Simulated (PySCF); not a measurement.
# Radial density of Cr (chromium, neutral)

wB97M-V, [Ar] 3d4 4s1 4p1, one real determinant (an excited configuration). All numbers are calculated (PySCF 2.14, the non-relativistic Hamiltonian (point nucleus), in aug-cc-pVDZ (7s6p4d2f, 59 functions)).

```csv
r (bohr),4πr²ρ (e/bohr),4πr²(ρα − ρβ)
0.000867,0.08446,0.0000
0.00146,0.2322,0.0001
0.00245,0.6265,0.0002
0.00413,1.636,0.0007
0.00694,4.044,0.0016
0.0117,9.122,0.0036
0.0196,17.66,0.0067
0.0330,26.61,0.0091
0.0556,27.56,0.0075
0.0935,21.91,0.0158
0.157,28.05,0.1014
0.264,27.60,0.4599
0.445,10.89,1.6975
0.748,13.24,3.1457
1.26,6.941,2.3050
2.12,1.441,1.1496
3.56,0.6107,0.6095
5.99,0.1238,0.1238
10.1,0.006000,0.0060
16.9,1.988e-05,0.0000
```

⟨L²⟩ = 7.96 against 12 for a pure F term, so this real determinant mixes terms.
